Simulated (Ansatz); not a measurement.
Reaction (ligand exchange at the Si–C bond): `CNC[SiH2]Cl` + `[SiH3]S` → `[SiH3]S[SiH2]Cl` + `CNC`

Isolated molecules relaxed with PBE0-D4/def2-TZVP in Ansatz; ΔE leaves out vibrations. CCSD(T)/CBS is the MP2 limit (def2-TZVPP, def2-QZVPP) plus CCSD(T) − MP2 in def2-TZVPP, frozen cores. Functionals use def2-TZVPP. B3LYP here is the variant with VWN-RPA as its local correlation; programs differ in this. One conformer a species, not always the lowest.

```json
{"level": "PBE-D4", "ΔE (kJ/mol)": "-80.2", "difference from CCSD(T)/CBS": "0.0"}
{"level": "ωB97M-V", "ΔE (kJ/mol)": "-77.2", "difference from CCSD(T)/CBS": "3.0"}
{"level": "PBE", "ΔE (kJ/mol)": "-79.4", "difference from CCSD(T)/CBS": "0.8"}
{"level": "PBE0", "ΔE (kJ/mol)": "-80.8", "difference from CCSD(T)/CBS": "-0.6"}
{"level": "B3LYP", "ΔE (kJ/mol)": "-76.7", "difference from CCSD(T)/CBS": "3.5"}
{"level": "CCSD(T)/def2-TZVPP", "ΔE (kJ/mol)": "-76.4", "difference from CCSD(T)/CBS": "3.8"}
{"level": "MP2/def2-QZVPP", "ΔE (kJ/mol)": "-84.9", "difference from CCSD(T)/CBS": "-4.7"}
{"level": "SCS-MP2/def2-QZVPP", "ΔE (kJ/mol)": "-82.1", "difference from CCSD(T)/CBS": "-1.9"}
{"level": "MP2/CBS(def2)", "ΔE (kJ/mol)": "-86.5", "difference from CCSD(T)/CBS": "-6.3"}
{"level": "CCSD/CBS(def2)", "ΔE (kJ/mol)": "-79.1", "difference from CCSD(T)/CBS": "1.1"}
{"level": "CCSD(T)/CBS", "ΔE (kJ/mol)": "-80.2", "difference from CCSD(T)/CBS": "0"}
```

Largest T1 diagnostic among the species: 0.011.
